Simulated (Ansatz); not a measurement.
Cost and result for the atomization energy of `C=C[Si](N)(N)F` (13 atoms, 12 bonds).

Z-matrix (Å, degrees):
```
Si
C 1 1.854
N 1 1.697 2 107.8
N 1 1.704 2 118.6 3 122.1
F 1 1.607 2 104.9 3 -123.9
C 2 1.331 1 124.1 3 -24.1
H 2 1.090 1 118.1 3 157.3
H 3 1.006 1 121.6 2 -40.3
H 3 1.007 1 120.2 2 168.9
H 4 1.006 1 120.0 2 86.3
H 4 1.006 1 121.0 2 -62.0
H 6 1.087 2 122.4 1 -178.9
H 6 1.087 2 121.5 1 0.9
```

The species carries charge 0 and has multiplicity 1. Geometry: relaxed with PBE0-D4/def2-TZVP. It is one conformer, not always the lowest. Program: Ansatz. All runs use 2 threads of an AMD EPYC 7R13 on a shared host and a share of an NVIDIA H100 80 GB. Times are those of one run each, without the atoms' runs, and a repeat can differ threefold. Electronic energies, without spin–orbit coupling; frozen cores. CCSD(T)/CBS adds CCSD(T) − MP2 in def2-TZVPP to the MP2 limit, and its time is that of the two runs behind it. T1 = 0.011. B3LYP takes the VWN-RPA correlation (the form of Gaussian; ORCA's B3LYP/G).

CCSD(T)/CBS is a level of theory with its own doubt, some kJ/mol a heavy atom from the limit and from the frozen cores, so smaller differences don't rank the functionals.

```tsv
level	functions	wall time	atomization (kcal/mol)	difference from CCSD(T)/CBS	per bond
PBE0-D4/def2-TZVPP	295	1.5 s	1232.8	-3.3	-0.3
PBE-D4/def2-TZVPP (with forces)	295	1.8 s	1257.9	21.8	1.8
B3LYP-D4/def2-TZVPP (with forces)	295	2.1 s	1237.1	1.0	0.1
r2SCAN-D4/def2-TZVPP (with forces)	295	2.3 s	1231.4	-4.7	-0.4
ωB97X-V/def2-TZVPP	295	2.4 s	1237.6	1.5	0.1
ωB97M-V/def2-TZVPP (with forces)	295	2.6 s	1239.9	3.8	0.3
MP2/def2-QZVPP	565	3.2 s	1243.4	7.3	0.6
CCSD(T)/def2-TZVPP	295	3.8 s	1198.5	-37.6	-3.1
B2PLYP/def2-TZVPP	295	4.7 s	1223.0	-13.1	-1.1
CCSD(T)/CBS(def2)	–	7 s	1236.1	0.0	0.0
```

From PBE to PBE0 (25 % exact exchange), in def2-TZVPP and without D4, the atomization energy moves by −24.0 kcal/mol: exact exchange takes away binding that semilocal exchange gives to molecules. The D4 term adds +11.1 kcal/mol with B3LYP and +5.9 kcal/mol with PBE0; it sums over pairs of atoms, weighted by their polarisabilities, and B3LYP, whose exchange is more repulsive, gets the larger term. In def2-TZVPP, CCSD(T) changes the Hartree–Fock value by +316.1 kcal/mol (the triples alone add +18.7 kcal/mol) and MP2 by +338.4 kcal/mol; breaking electron pairs costs correlation energy, which Hartree–Fock lacks.
